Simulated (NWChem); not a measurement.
System: BHOI2; SMILES B(I)(I)O

NWChem printed, in part:

```
             Northwest Computational Chemistry Package (NWChem) 7.3.0
             --------------------------------------------------------

 CS  symmetry detected

                             Geometry "geometry" -> ""
                             -------------------------

 Output coordinates in angstroms (scale by  1.889725989 to convert to a.u.)

  No.       Tag          Charge          X              Y              Z
 ---- ---------------- ---------- -------------- -------------- --------------
    1 B                    5.0000     0.83389999     0.01354388     0.00000000
    2 I                   53.0000    -0.22865306    -1.87009212     0.00000000
    3 I                   53.0000    -0.22804714     1.87568914     0.00000000
    4 O                    8.0000     2.18020209     0.05790815     0.00000000
    5 H                    1.0000     2.59399383    -0.82762648     0.00000000

 Effective nuclear repulsion energy (a.u.)     712.0755514480

      Symmetry information
      --------------------

 Group name             Cs
 Group number              2
 Group order               2
 No. of unique centers     5

 Summary of "ao basis" -> "ao basis" (spherical)
 ------------------------------------------------------------------------------
       Tag                 Description            Shells   Functions and Types
 ---------------- ------------------------------  ------  ---------------------
 B                         def2-tzvp                11       31   5s3p2d1f
 I                         def2-tzvp                16       50   6s5p3d2f
 O                         def2-tzvp                11       31   5s3p2d1f
 H                         def2-tzvp                 4        6   3s1p

      Symmetry analysis of basis
      --------------------------

        a'        113
        a"         55

            General Information
            -------------------
          SCF calculation type: DFT
          Wavefunction type:  closed shell.
          No. of atoms     :     5
          No. of electrons :    64
           Alpha electrons :    32
            Beta electrons :    32
          Charge           :     0
          Spin multiplicity:     1
          Use of symmetry is: on ; symmetry adaption is: on
          Maximum number of iterations: 150
          AO basis - number of functions:   168
                     number of shells:    58
          Convergence on energy requested:  1.00D-06
          Convergence on density requested:  1.00D-05
          Convergence on gradient requested:  5.00D-04

              XC Information
              --------------
          PerdewBurkeErnzerhof Exchange Functional  1.000
            Perdew 1991 LDA Correlation Functional  1.000 local
           PerdewBurkeErnz. Correlation Functional  1.000 non-local

             Grid Information
             ----------------
          Grid used for XC integration:  medium
          Radial quadrature: Mura-Knowles
          Angular quadrature: Lebedev.
          Tag              B.-S. Rad. Rad. Pts. Rad. Cut. Ang. Pts.
          ---              ---------- --------- --------- ---------
          B                   0.85       49          10.0       434
          I                   1.40      123          12.0       590
          O                   0.60       49          10.0       434
          H                   0.35       45          12.0       434
          Grid pruning is: on
          Number of quadrature shells:   389
          Spatial weights used:  Erf1

      Superposition of Atomic Density Guess
      -------------------------------------

 Sum of atomic energies:        -794.14249245

      Non-variational initial energy
      ------------------------------

 Total energy =    -694.151708
 1-e energy   =   -1666.124057
 2-e energy   =     723.672308
 HOMO         =      -0.325157
 LUMO         =       0.019109

      Symmetry analysis of molecular orbitals - initial
      -------------------------------------------------

  Numbering of irreducible representations:

     1 a'          2 a"

  Orbital symmetries:

     1 a'          2 a'          3 a'          4 a'          5 a'
     6 a'          7 a'          8 a"          9 a'         10 a"
    11 a'         12 a'         13 a'         14 a"         15 a'
    16 a"         17 a'         18 a"         19 a'         20 a"
    21 a'         22 a'         23 a'         24 a'         25 a'
    26 a"         27 a'         28 a'         29 a"         30 a'
    31 a"         32 a'         33 a'         34 a"         35 a'
    36 a'         37 a'         38 a'         39 a'         40 a"
    41 a'         42 a"

     ---------------------------------------------
      Total Density - Mulliken Population Analysis
     ---------------------------------------------

    Atom       Charge   Shell Charges
 -----------   ------   -------------------------------------------------------
    1 B    5     4.37   0.91  1.07  0.47  0.50  0.05  0.55  0.57  0.05  0.05  0.14  0.02
    2 I   25    25.21   0.19 -0.77  1.58  1.01  1.10  0.80 -0.49  6.45  1.38  2.87  1.07  9.23  0.76  0.03  0.00  0.00
    3 I   25    25.20   0.19 -0.77  1.58  1.01  1.10  0.80 -0.49  6.45  1.38  2.87  1.06  9.22  0.76  0.03  0.00  0.00
    4 O    8     8.68   0.79  1.18  0.60  0.93  0.24  2.00  2.14  0.79  0.00  0.01  0.00
    5 H    1     0.54   0.19  0.25  0.06  0.04

   convergence    iter        energy       DeltaE   RMS-Dens  Diis-err
 ---------------- ----- ----------------- --------- --------- ---------
 d= 0,ls=0.0,diis     1   -695.9889109305 -9.44D+02  9.67D-03  9.97D-01
 d= 0,ls=0.0,diis     2   -695.6354953274  3.53D-01  5.94D-03  4.36D+00
 d= 0,ls=0.0,diis     3   -696.0960822623 -4.61D-01  8.66D-04  6.33D-02
 d= 0,ls=0.0,diis     4   -696.1007273221 -4.65D-03  4.44D-04  8.85D-03
 d= 0,ls=0.0,diis     5   -696.1013608281 -6.34D-04  1.89D-04  2.08D-03
  Resetting Diis
 d= 0,ls=0.0,diis     6   -696.1015646921 -2.04D-04  5.59D-05  3.31D-04
 d= 0,ls=0.0,diis     7   -696.1015908408 -2.61D-05  5.40D-05  2.08D-05
 d= 0,ls=0.0,diis     8   -696.1015791044  1.17D-05  3.84D-05  1.14D-04
 d= 0,ls=0.0,diis     9   -696.1015933217 -1.42D-05  4.09D-06  1.54D-06
 d= 0,ls=0.0,diis    10   -696.1015934232 -1.02D-07  1.03D-06  7.32D-08

         Total DFT energy =     -696.101593423241
      One electron energy =    -1668.300114557858
           Coulomb energy =      781.241909688115
    Exchange-Corr. energy =      -57.343429754925
 Nuclear repulsion energy =      248.300041201427

 Numeric. integr. density =       64.000010541968

                  Occupations of the irreducible representations
                  ----------------------------------------------

                     irrep           alpha         beta
                     --------     --------     --------
                     a'               23.0         23.0
                     a"                9.0          9.0

                       DFT Final Molecular Orbital Analysis
                       ------------------------------------

 Vector   30  Occ=2.000000D+00  E=-2.596885D-01  Symmetry=a'
              MO Center= -1.5D-01, -5.1D-01,  1.4D-14, r^2= 5.0D+00
   Bfn.  Coefficient  Atom+Function         Bfn.  Coefficient  Atom+Function
  ----- ------------  ---------------      ----- ------------  ---------------
    47      0.394462  2 I  px                41     -0.337811  2 I  px
    97      0.287522  3 I  px                44      0.271528  2 I  px
    91     -0.252298  3 I  px                94      0.203873  3 I  px
    50      0.194842  2 I  px                48     -0.140123  2 I  py
   100      0.138945  3 I  px                42      0.118131  2 I  py

 Vector   31  Occ=2.000000D+00  E=-2.462554D-01  Symmetry=a"
              MO Center= -1.9D-01,  4.5D-01,  1.4D-14, r^2= 5.3D+00
   Bfn.  Coefficient  Atom+Function         Bfn.  Coefficient  Atom+Function
  ----- ------------  ---------------      ----- ------------  ---------------
    99      0.431580  3 I  pz                93     -0.367373  3 I  pz
    49     -0.340110  2 I  pz                96      0.297541  3 I  pz
    43      0.287830  2 I  pz                46     -0.233157  2 I  pz
   102      0.214665  3 I  pz                52     -0.171265  2 I  pz
    90     -0.046710  3 I  pz                40      0.036584  2 I  pz

 Vector   32  Occ=2.000000D+00  E=-2.337242D-01  Symmetry=a'
              MO Center= -1.7D-01,  5.0D-01,  6.3D-16, r^2= 5.5D+00
   Bfn.  Coefficient  Atom+Function         Bfn.  Coefficient  Atom+Function
  ----- ------------  ---------------      ----- ------------  ---------------
    97      0.360368  3 I  px                91     -0.302034  3 I  px
    47     -0.261642  2 I  px                98      0.257969  3 I  py
    94      0.245209  3 I  px                92     -0.227007  3 I  py
    48      0.218103  2 I  py                41      0.214973  2 I  px
    42     -0.194257  2 I  py                95      0.186908  3 I  py

 Vector   33  Occ=0.000000D+00  E=-7.534720D-02  Symmetry=a"
              MO Center=  6.2D-01,  1.3D-02,  2.9D-14, r^2= 3.5D+00
   Bfn.  Coefficient  Atom+Function         Bfn.  Coefficient  Atom+Function
  ----- ------------  ---------------      ----- ------------  ---------------
    11      0.468058  1 B  pz                 8      0.397573  1 B  pz
    14      0.326494  1 B  pz               145     -0.245841  4 O  pz
   102     -0.219140  3 I  pz                52     -0.214602  2 I  pz
   139     -0.211441  4 O  pz               142     -0.169660  4 O  pz
    99     -0.158261  3 I  pz                49     -0.151998  2 I  pz

[...]
```

Level: PBE/def2-TZVP with def2 effective core potentials on I. Structure relaxed at the PBE-D3(BJ)/def2-SVP level. def2 effective core potentials on I; no spin-orbit coupling.

Problem. Which NWChem input produces such a log?

Solution. Several could match; the one computed here: the input that was run:
```
start job
memory heap 200 mb stack 900 mb global 1100 mb
geometry units angstroms noautoz
  B      0.843412     0.043647     0.000000
  I     -0.166636    -1.868657     0.000000
  I     -0.269633     1.875708     0.000000
  O      2.187972     0.125231     0.000000
  H      2.626098    -0.748520     0.000000
end
basis spherical
  * library def2-tzvp
end
ecp
  I library def2-ecp
end
dft
  xc xpbe96 cpbe96
  iterations 150
  mulliken
end
task dft energy
```
